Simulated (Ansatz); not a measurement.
A nudged elastic band was laid between two geometries of C2H7AlClN + H2 (14 atoms, charge 0, multiplicity 1).

Theory: RKS PBE-D4/6-31G* in Ansatz 0.2.0.

| Item | Value |
| --- | --- |
| movable images | 9 |
| climbing image | yes |
| spring | 5.0 eV/Å² |
| optimiser | quadratic models (default) |
| start path | through a guess of the saddle point |
| force threshold | 0.05 eV/Å |
| iteration limit | 60 |
| end points | relaxed |

Image 0:

```xyz
14
Properties=species:S:1:pos:R:3
Al -0.827 0.599 -0.793
N -0.593 0.239 0.944
C 0.041 -0.926 1.553
C -0.208 -0.546 -2.253
Cl -1.852 2.431 -1.179
H 1.651 1.573 1.205
H 2.331 1.814 1.425
H -0.945 0.899 1.641
H -0.655 -1.492 2.203
H 0.386 -1.617 0.765
H 0.927 -0.653 2.160
H -1.060 -0.930 -2.842
H 0.436 0.021 -2.946
H 0.367 -1.413 -1.884
```

Image 10:

```xyz
14
Properties=species:S:1:pos:R:3
Al 0.351 1.000 -0.766
N -0.331 0.420 1.096
C 0.272 -0.833 1.622
C -0.199 -0.469 -1.966
Cl -0.871 2.809 -0.874
H -0.143 1.206 1.734
H 1.900 1.280 -0.416
H -1.357 0.339 1.053
H 0.029 -1.654 0.932
H 1.366 -0.707 1.644
H -0.091 -1.081 2.633
H -1.280 -0.692 -1.904
H 0.004 -0.208 -3.021
H 0.350 -1.409 -1.766
```

(1) What changes between the two ends?

(2) What energy profile does the band end with?

(3) What is the geometry of the highest image?

(4) What are the harmonic wavenumbers there?

Answers

(1) Bonds broken: H6–H7. Bonds formed: Al1–H7, N2–H6. C2H7AlClN + H2 becomes C2H9AlClN.

(2) It converged. The highest image is number 4 of 0 to 10, 0.69 eV above the first end and 1.40 eV above the last; the last end lies 0.71 eV below the first. A vibrational analysis at the climbing image gives one clearly imaginary mode, 1052i cm⁻¹: a first-order saddle point. The orbitals stay closed-shell, which can raise the energy where a bond breaks towards radicals; this wasn't checked here.

```csv
image,path coordinate (Å),energy (eV),H6–H7 (Å),Al1–H7 (Å),N2–H6 (Å)
0,0.00,0.00,0.75,4.05,2.62
1,0.92,0.01,0.75,3.74,2.70
2,1.85,0.02,0.75,3.31,2.77
3,2.77,0.13,0.76,2.59,2.31
4,3.69,0.69,0.99,1.85,1.48
5,4.46,-0.39,1.88,1.64,1.04
6,5.22,-0.64,2.49,1.61,1.03
7,5.99,-0.69,2.73,1.61,1.03
8,6.75,-0.70,2.79,1.61,1.03
9,7.52,-0.71,2.86,1.61,1.03
10,8.28,-0.71,2.97,1.61,1.03
```

(3) 
```xyz
14
Properties=species:S:1:pos:R:3
Al -0.275 0.904 -0.643
N -0.212 0.374 1.189
C 0.022 -0.993 1.662
C 0.003 -0.416 -2.058
Cl -1.537 2.614 -0.902
H 0.949 1.147 0.697
H 1.349 1.600 -0.087
H -0.748 0.933 1.861
H -0.914 -1.578 1.748
H 0.675 -1.521 0.945
H 0.527 -1.006 2.645
H -0.918 -1.000 -2.234
H 0.269 0.072 -3.011
H 0.809 -1.130 -1.812
```

(4) 1052i, 62, 78, 101, 140, 147, 207, 251, 432, 443, 585, 617, 677, 710, 722, 863, 1036, 1079, 1113, 1230, 1334, 1401, 1434, 1437, 1443, 1473, 1497, 1727, 1774, 2957, 2980, 3016, 3049, 3060, 3070, 3453 cm⁻¹.

The run took 2 min on 2 threads of AMD EPYC 9R45 96-Core Processor (Zen 5), on a shared host, peak memory 0.17 GiB.
